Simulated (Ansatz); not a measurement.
All values below come from frozen-core CCSD(T)/def2-TZVPP // PBE-D3(BJ)/def2-TZVP in Ansatz (an electronic-structure program).

Ansatz 0.2 input:
```yaml
crystal:
  periodic: [false, false, false]
  atoms:
    - { symbol: I, position_ang: [2.105318, -0.284192, -0.00099] }
    - { symbol: B, position_ang: [0.000153, 0.000372, -0.000354] }
    - { symbol: I, position_ang: [-0.807737, 1.965081, 0.000482] }
    - { symbol: I, position_ang: [-1.297733, -1.681261, 0.000863] }
basis:
  gaussian: { orbitals: def2-TZVPP }
correlation:
  method: ccsd_t
```

Output:

```
Functional definition: HF
1644 factors; integrals over basis functions are off by at most 9.2e-4 eV
mean field evaluation 1: about -24890.0906 eV, gradient 1.7e1 eV
mean field evaluation 2: about -24890.1325 eV, gradient 1.7e1 eV
mean field evaluation 4: about -24891.4218 eV, gradient 3.0e0 eV
mean field evaluation 8: about -24891.4716 eV, gradient 5.2e-4 eV
mean field evaluation 16: about -24891.3679 eV, gradient 3.0e0 eV
mean field -24891.47160391 eV, -914.7447093983 hartree, gradient 1.6e-6 eV, S^2 0.000000; 0 other end points of the search recorded, 0 dependent functions left out
13 core orbitals not correlated
reference -24891.47160391 eV, -914.7447093983 hartree; 27, 27 occupied and 141, 141 virtual orbitals, 1644 factors
second order -43.37788425 eV of doubles, -0.00000000 eV of singles
cycle   1  -39.68958993 eV  change     3.7e0 eV  update   1.4e-1
cycle   2  -40.71849329 eV  change    -1.0e0 eV  update   4.4e-2
cycle   3  -40.89000749 eV  change   -1.7e-1 eV  update   2.1e-2
cycle   4  -40.82928618 eV  change    6.1e-2 eV  update   7.1e-3
cycle   5  -40.82333079 eV  change    6.0e-3 eV  update   3.7e-3
cycle   6  -40.82779612 eV  change   -4.5e-3 eV  update   9.0e-4
cycle   7  -40.82697237 eV  change    8.2e-4 eV  update   2.6e-4
cycle   8  -40.82675143 eV  change    2.2e-4 eV  update   5.3e-5
cycle   9  -40.82682355 eV  change   -7.2e-5 eV  update   2.2e-5
cycle  10  -40.82683349 eV  change   -9.9e-6 eV  update   5.4e-6
perturbative correction -1.08812001 eV, -0.0399876730 hartree
Total energy: -24933.38655742 eV, -916.2850555287 hartree
```

Cost: about 9 core-minutes (a rough figure).
